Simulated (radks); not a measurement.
Valence configurations of Fe II (all share [Ar]). Method: scalar-relativistic Kohn-Sham, PBEsol, spin-polarised, spherical densities, finite nucleus; open shells are filled with parallel spins first; Fermi nuclear charge, rms radius 3.7377 fm; computed with a radial shooting solver on a logarithmic mesh with Libxc functionals. Energies are relative to 3d6 4s1; eigenvalues in eV for spin up.

valence,E (eV),moment (Bohr magnetons),e(3d),e(4p),e(4s)
3d6 4s1,0.000,5,-17.373,-,-13.103
3d6.5 4s0.5,0.112,4,-14.801,-,-12.093
3d7,0.558,3,-12.497,-,-
3d5.5 4s1.5,1.528,5,-20.259,-,-13.834
3d6 4s0.5 4p0.5,2.636,5,-18.059,-8.232,-13.518
3d5 4s2,3.601,5,-23.376,-,-14.544
3d6 4p1,5.284,5,-18.730,-8.605,-
3d5.5 4s0.5 4p1,5.933,6,-21.550,-9.256,-14.876
3d5 4s1 4p1,7.140,7,-24.610,-9.899,-15.829
3d4 4s1 4p2,24.648,7,-32.186,-11.766,-18.343

NIST lists [Ar] 3d6 4s1 as the ground configuration; this level of theory agrees among the configurations tried. The energies are those of spherical high-spin densities, not of single terms.
